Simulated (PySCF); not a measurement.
Spin-rotation constants: SMILES B/C=C(\CC#C)C(B)=C, C₇H₁₀B₂

Molfile (atoms numbered from 1):
```
C7H10B2
     RDKit          3D

 19 18  0  0  0  0  0  0  0  0999 V2000
   -2.1607   -0.5296   -1.1249 B   0  0  0  0  0  0  0  0  0  0  0  0
   -0.5896   -0.5263   -1.1132 C   0  0  0  0  0  0  0  0  0  0  0  0
    0.2183   -0.0052   -0.1835 C   0  0  0  0  0  0  0  0  0  0  0  0
   -0.4318    0.6551    1.0299 C   0  0  0  0  0  0  0  0  0  0  0  0
   -1.8557    0.6120    0.8472 C   0  0  0  0  0  0  0  0  0  0  0  0
   -2.9918    0.4332    0.4633 C   0  0  0  0  0  0  0  0  0  0  0  0
    1.6813   -0.0740   -0.2378 C   0  0  0  0  0  0  0  0  0  0  0  0
    2.4186   -0.4052   -1.5655 B   0  0  0  0  0  0  0  0  0  0  0  0
    2.4383    0.2429    0.8296 C   0  0  0  0  0  0  0  0  0  0  0  0
   -2.6597    0.1579   -1.9434 H   0  0  0  0  0  0  0  0  0  0  0  0
   -2.6656   -1.5750   -0.9133 H   0  0  0  0  0  0  0  0  0  0  0  0
   -0.1132   -1.0105   -1.9590 H   0  0  0  0  0  0  0  0  0  0  0  0
   -0.0918    1.6921    1.1238 H   0  0  0  0  0  0  0  0  0  0  0  0
   -0.1638    0.1147    1.9443 H   0  0  0  0  0  0  0  0  0  0  0  0
   -4.0429    0.4458    0.4137 H   0  0  0  0  0  0  0  0  0  0  0  0
    3.4553   -0.9449   -1.5295 H   0  0  0  0  0  0  0  0  0  0  0  0
    1.9897   -0.0508   -2.5933 H   0  0  0  0  0  0  0  0  0  0  0  0
    2.0436    0.6136    1.7627 H   0  0  0  0  0  0  0  0  0  0  0  0
    3.5117    0.1634    0.7870 H   0  0  0  0  0  0  0  0  0  0  0  0
  1  2  1  0
  2  3  2  0
  3  4  1  0
  4  5  1  0
  5  6  3  0
  3  7  1  0
  7  8  1  0
  7  9  2  0
  1 10  1  0
  1 11  1  0
  2 12  1  0
  4 13  1  0
  4 14  1  0
  6 15  1  0
  8 16  1  0
  8 17  1  0
  9 18  1  0
  9 19  1  0
M  END
```

Computed with GIAO BHandHLYP/pcSseg-1 magnetisability, rotational g tensor and spin-rotation constants, non-relativistic, gas phase (PySCF 2.14.0). Geometry: GFN2-xTB.

Task: Give the nuclear spin-rotation constants along the inertial axes (H = +C I·J) beside the isotropic shieldings.

Result: Rotational constants 3.6399, 1.1258, 0.8790 GHz. A star marks the isotopologue with that one atom substituted, in its own axes.
| atom | isotope | Caa (kHz) | Cbb (kHz) | Ccc (kHz) | mean (kHz) | σ (ppm) |
| --- | --- | --- | --- | --- | --- | --- |
| B1 | 11B | 0.923 | 0.174 | 0.245 | 0.447 | 86.5 |
| B8 | 11B | 1.435 | 0.417 | 0.239 | 0.697 | 26.6 |
| H10 | 1H | -0.203 | -0.076 | 0.010 | -0.090 | 27.1 |
| H11 | 1H | -0.204 | -0.100 | 0.029 | -0.092 | 27.1 |
| H12 | 1H | -0.093 | 0.059 | -0.115 | -0.050 | 25.2 |
| H13 | 1H | -0.350 | -0.074 | -0.016 | -0.147 | 28.9 |
| H14 | 1H | -0.359 | -0.054 | -0.026 | -0.146 | 28.6 |
| H15 | 1H | 0.097 | -0.134 | -0.103 | -0.047 | 29.4 |
| H16 | 1H | 0.278 | -0.102 | -0.059 | 0.039 | 25.0 |
| H17 | 1H | -0.280 | 0.023 | -0.015 | -0.091 | 24.6 |
| H18 | 1H | -0.219 | 0.059 | -0.107 | -0.089 | 26.4 |
| H19 | 1H | 0.349 | -0.115 | -0.105 | 0.043 | 26.3 |
| C2 | 13C* | 1.665 | 0.519 | 0.135 | 0.773 | 27.9 |
| C3 | 13C* | 1.525 | 0.426 | 0.208 | 0.720 | 36.6 |
| C4 | 13C* | 0.536 | 0.165 | 0.136 | 0.279 | 163.0 |
| C5 | 13C* | 0.160 | 0.388 | 0.408 | 0.319 | 74.3 |
| C6 | 13C* | 0.348 | 0.339 | 0.267 | 0.318 | 106.7 |
| C7 | 13C* | 2.005 | 0.478 | 0.119 | 0.868 | 19.2 |
| C9 | 13C* | 1.626 | 0.410 | 0.121 | 0.719 | 52.8 |

For the geometry as given, no vibrational averaging.
